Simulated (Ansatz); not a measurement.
A structure relaxed at PBE0-D4/def2-TZVP, charge 0, multiplicity 1:

Cartesian coordinates in Å:
```
O 0.658 -1.594 0.205
B -0.529 -1.096 -0.217
Cl -1.832 -2.193 -0.716
O -0.739 0.230 -0.265
Si 0.236 1.516 0.119
H 0.699 -2.553 0.199
H -0.566 2.734 -0.132
H 1.444 1.510 -0.741
H 0.629 1.446 1.548
```

Task: Give its formula and SMILES.

Result: BClH4O2Si, `OB(Cl)O[SiH3]`.

Task: Point group (tolerance 0.08 Å, 0.16 Å for H)?

Result: Cs.

Task: Summarise the bond lengths by kind.

Result: 2 × B–O 1.343 to 1.356 Å; 1 × H–O 0.960 Å; 1 × B–Cl 1.775 Å; 1 × O–Si 1.659 Å; 3 × H–Si 1.480 to 1.483 Å.

All numbers were calculated with Ansatz.
